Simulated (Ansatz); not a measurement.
Total energies of SiH3(NHEt) (C2H9NSi) from Ansatz at PBE-D4/def2-TZVPD, gas phase (1 Eh = 27.2114 eV = 2625.5 kJ/mol). The reference geometry is relaxed at PBE-D4/def2-SVP.

```
atom   x (Å)   y (Å)   z (Å)
 Si1   1.382   0.560  -1.259
  H2   2.127  -0.146  -2.359
  H3   0.479   1.589  -1.910
  H4   2.332   1.326  -0.374
  N5   0.609  -0.674  -0.298
  C6  -0.108  -0.416   0.945
  C7  -1.582  -0.030   0.775
  H8   0.269  -1.500  -0.799
  H9  -0.034  -1.310   1.606
 H10   0.428   0.395   1.486
 H11  -1.687   0.893   0.168
 H12  -2.069   0.147   1.757
 H13  -2.147  -0.835   0.261
```

```tsv
state	geometry	energy (Eh)
charge 0 singlet	reference	-425.60877
charge -1 doublet	reference	-425.57314
free Si atom (triplet)	–	-289.22297
free H atom (doublet)	–	-0.49962
free N atom (quartet)	–	-54.53224
free C atom (triplet)	–	-37.79605
```

(1) Work out the vertical electron affinity, to the doublet.

(2) What is the binding energy per atom against free atoms?

(1) E(charge 0 singlet) − E(charge -1 doublet) = -425.60877 − (-425.57314) = -0.03563 Eh = -0.97 eV; negative, so the extra electron isn't bound.

(2) Atoms: 1 × (-289.22297) + 9 × (-0.49962) + 1 × (-54.53224) + 2 × (-37.79605) = -423.84389 Eh. Binding: -423.84389 − (-425.60877) = 1.76488 Eh = 48.02 eV, or 3.69 eV for each of 13 atoms (no zero-point energy, no counterpoise term).

At PBE-D4/def2-TZVPD the highest occupied level of the charge -1 doublet lies above zero (up to 2.54 eV). By energy differences it is unbound by 0.97 eV (vertical, against the charge 0 singlet, at PBE-D4/def2-TZVPD) and held by the finite basis.
